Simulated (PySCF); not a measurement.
# Correlation energy of Te²⁺ (tellurium, charge +2)

[Kr] 4d10 5s2 5p2, high-spin 3P determinant. Computed with PySCF 2.14 in dyall-av2z (22s16p12d, 130 functions), with the non-relativistic Hamiltonian (point nucleus). Frozen: [Kr] 4d10; 4 electrons correlated; the 62 highest virtual orbitals of each spin left out.

```
  level  correlation energy (mhartree)
   CCSD                         -57.33
    (T)                          -0.75
CCSD(T)                         -58.08
```

Diagnostics: T1 = 0.0072, D1 = 0.0199, largest double amplitude 0.105.

A non-relativistic calculation at this Z misses sizeable relativistic shifts.

Cost of the coupled-cluster step: about 8 core-seconds, for 4 correlated electrons.

Iterations:

```
CC2 = 0
CCSD nocc = (np.int64(3), np.int64(1)), nmo = (45, 45)
frozen orbitals [[0, 1, 2, 3, 4, 5, 6, 7, 8, 9, 10, 11, 12, 13, 14, 15, 16, 17, 18, 19, 20, 21, 22, 68, 69, 70, 71, 72, 73, 74, 75, 76, 77, 78, 79, 80, 81, 82, 83, 84, 85, 86, 87, 88, 89, 90, 91, 92, 93, 94, 95, 96, 97, 98, 99, 100, 101, 102, 103, 104, 105, 106, 107, 108, 109, 110, 111, 112, 113, 114, 115, 116, 117, 118, 119, 120, 121, 122, 123, 124, 125, 126, 127, 128, 129], [0, 1, 2, 3, 4, 5, 6, 7, 8, 9, 10, 11, 12, 13, 14, 15, 16, 17, 18, 19, 20, 21, 22, 68, 69, 70, 71, 72, 73, 74, 75, 76, 77, 78, 79, 80, 81, 82, 83, 84, 85, 86, 87, 88, 89, 90, 91, 92, 93, 94, 95, 96, 97, 98, 99, 100, 101, 102, 103, 104, 105, 106, 107, 108, 109, 110, 111, 112, 113, 114, 115, 116, 117, 118, 119, 120, 121, 122, 123, 124, 125, 126, 127, 128, 129]]
max_cycle = 100
direct = 0
conv_tol = 1e-08
conv_tol_normt = 1e-06
diis_space = 8
diis_start_cycle = 0
Init t2, MP2 energy = -0.0418184375238827
Init E_corr(UCCSD) = -0.0418184375273642
cycle = 1  E_corr(UCCSD) = -0.0524847945150846  dE = -0.010666357  norm(t1,t2) = 0.0464834
cycle = 2  E_corr(UCCSD) = -0.0555782722780513  dE = -0.00309347776  norm(t1,t2) = 0.0173892
cycle = 3  E_corr(UCCSD) = -0.0573396796816774  dE = -0.0017614074  norm(t1,t2) = 0.00766837
cycle = 4  E_corr(UCCSD) = -0.0573241703191536  dE = 1.55093625e-05  norm(t1,t2) = 0.0012589
cycle = 5  E_corr(UCCSD) = -0.0573346335906713  dE = -1.04632715e-05  norm(t1,t2) = 0.00016839
cycle = 6  E_corr(UCCSD) = -0.0573311739748406  dE = 3.45961583e-06  norm(t1,t2) = 2.50443e-05
cycle = 7  E_corr(UCCSD) = -0.0573325387062233  dE = -1.36473138e-06  norm(t1,t2) = 4.56779e-06
cycle = 8  E_corr(UCCSD) = -0.057332202988529  dE = 3.35717694e-07  norm(t1,t2) = 1.23055e-06
cycle = 9  E_corr(UCCSD) = -0.0573322220862362  dE = -1.90977072e-08  norm(t1,t2) = 1.38406e-07
cycle = 10  E_corr(UCCSD) = -0.0573322234406372  dE = -1.35440104e-09  norm(t1,t2) = 2.7706e-08
UCCSD converged
E(UCCSD) = -6610.879103387832  E_corr = -0.05733222344063723
UCCSD(T) correction = -0.000749790594802336
```
